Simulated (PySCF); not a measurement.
Coordinates in bohr (charge 0 multiplicity 2):
```
Rh    0.0000    0.0000    0.0000
H     1.9747   -0.0001    2.1920
H    -1.9747    0.0000    2.1920
H     0.0001    1.9747   -2.1920
H    -0.0001   -1.9746   -2.1920
```

Method: UPBE0 in PySCF with Rh def2-TZVP with ECP28, H def2-TZVP; scalar-relativistic core potentials, no spin–orbit coupling; density-fitted integrals.

This geometry of RhH₄ is a stationary point at this level.

**Question.** What is the point group?

**Answer.** D2d.

**Question.** Is it a minimum?

**Answer.** No: it has 2 imaginary modes (one degenerate set), at 570i cm⁻¹ (e).

**Question.** Which band is strongest in the infrared?

**Answer.** 1974 cm⁻¹ (e), 179 km/mol.

**Question.** Give the atomic charges and bond orders.

**Answer.** 
```json
{"atom": "Rh1", "Mulliken": "-0.15", "Löwdin": "-0.13", "polar tensor": "0.53", "spin (Mulliken)": "0.80", "Mayer order to Rh1": "–"}
{"atom": "H2,3,4,5", "Mulliken": "0.04", "Löwdin": "0.03", "polar tensor": "-0.13", "spin (Mulliken)": "0.05", "Mayer order to Rh1": "0.95"}
```

This need not be the most stable arrangement of these atoms. Other spin states or occupations of the open shell can lie lower. At this level a doublet minimum of D2d symmetry lies 129 kJ/mol below this structure.
